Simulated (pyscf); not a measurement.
Single points on ωB97X-D3(BJ)/def2-SVP structures (PySCF, gas phase). MP2 and CC: frozen core, UHF for open shells. ΔMP2 is the change of the MP2 total energy from the triple- to the quadruple-zeta basis.

Question: PBE/def2-TZVP puts the barrier of H₂As–O–AsH₂ → O=AsH + AsH₃ (elimination; singlet surface; As–O, As–H broken, As–H formed) at 49.5 kcal/mol and the reaction energy at +29.4 kcal/mol, from the reactant's lowest minimum found. What do r²SCAN/def2-TZVP, ωB97M-D3(BJ)/def2-TZVP, CCSD(T)/def2-TZVPP + ΔMP2(QZVPP) give on the same structures?

Answer: r²SCAN: ΔE‡ = 54.4 kcal/mol, ΔE = +33.6 kcal/mol; ωB97M-D3(BJ): ΔE‡ = 59.0 kcal/mol, ΔE = +34.4 kcal/mol; CCSD(T): ΔE‡ = 58.2 kcal/mol, ΔE = +31.7 kcal/mol. PBE's barrier lies under all of them, by 4.9 to 9.5 kcal/mol. Its reaction energy lies under all of them, by 2.3 to 5.0 kcal/mol. On the reactant side the descent ends in a point that may be a rotor saddle (no frequency run), 1.3 kcal/mol over the lowest minimum found and 57.3 kcal/mol under the saddle at ωB97X-D3(BJ)/def2-TZVP. At the saddle there is also a short As–As contact that neither side keeps. H₂As–O–AsH₂ lies 11.8 kcal/mol over its isomer HO–AsH–AsH₂ (electronic energy, ωB97M-D3(BJ)/def2-TZVP). O=AsH lies 7.5 kcal/mol over its isomer HO–As: [triplet] (electronic energy, ωB97M-D3(BJ)/def2-TZVP). This is the saddle that the search found; another between the same sides may lie lower. The CCSD(T) − MP2 part came from Ansatz, without density fitting, on the same reference. The frozen core leaves the outer d or s,p core shells of the metals and heavy elements correlated in the MP2 and CC values, and def2-TZVPP describes them poorly, which can shift differences by a few kcal/mol. Elements up to Kr have no core potential and no relativistic terms here.
